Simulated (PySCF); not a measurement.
C7H9O (doublet state).
Structure used (GFN2-xTB), in Å, numbered top down from 1:
```xyz
17
C7H9O angstrom
O      2.510    0.377    0.291
C      1.497    0.499   -0.677
C      0.143    0.062   -0.164
C     -0.085   -1.427    0.221
C     -1.509   -1.127   -0.167
C     -1.868    0.248    0.334
C     -0.605    0.816    0.958
C     -1.170    0.052   -1.001
H      2.534   -0.536    0.597
H      1.466    1.559   -0.943
H      1.748   -0.080   -1.580
H      0.112   -1.720    1.251
H      0.403   -2.109   -0.472
H     -2.879    0.577    0.499
H     -0.362    0.533    1.982
H     -0.541    1.898    0.853
H     -1.400    0.390   -1.991
```

The hyperfine couplings belong to this conformer and change with its torsions.

Identity: `OC[C@@]12C[C]3[C@@H](C1)[C@H]32` [radical].

Computed, not measured: UKS B3LYP, pcH-1 on C H O, non-relativistic, mean-field spin-orbit, GIAO in PySCF. One conformer (not necessarily the lowest) at the GFN2-xTB geometry, without solvent, vibrations or thermal averaging. The geometry wasn't refined by DFT: couplings that depend on bond lengths, twists or pyramidal angles can differ widely from those at the functional's own minimum. The SCF solution wasn't tested for stability.

**Question.** The isotropic 13C couplings are +421.0, +45.4, +15.0, +12.6, -8.2, -4.5, +1.8 MHz. Assign them to C2; C3; C4; C5; C6; C7; C8.

**Answer.** 
```csv
site,a_iso (MHz),ρ(0) (bohr⁻³),position,distance from C5 (Å),spin population,largest |T| (MHz)
C2,+15.0,+0.0133,3 bonds from C5,3.46,+0.02,4.9
C3,+45.4,+0.0404,2 bonds from C5,2.04,+0.04,12.1
C4,+1.8,+0.0016,1 bond from C5,1.51,+0.02,16.2
C5,+421.0,+0.3745,largest spin population,0.00,+0.85,128.1
C6,+12.6,+0.0112,1 bond from C5,1.51,-0.01,6.5
C7,-4.5,-0.0040,2 bonds from C5,2.42,+0.02,3.5
C8,-8.2,-0.0073,1 bond from C5,1.48,+0.03,14.0
```

ρ(0) is the spin density at the nucleus and T the dipolar tensor. The largest Mulliken spin population is on C5 (+0.85). The angles at C5 add up to 264.8°, so it is pyramidal.
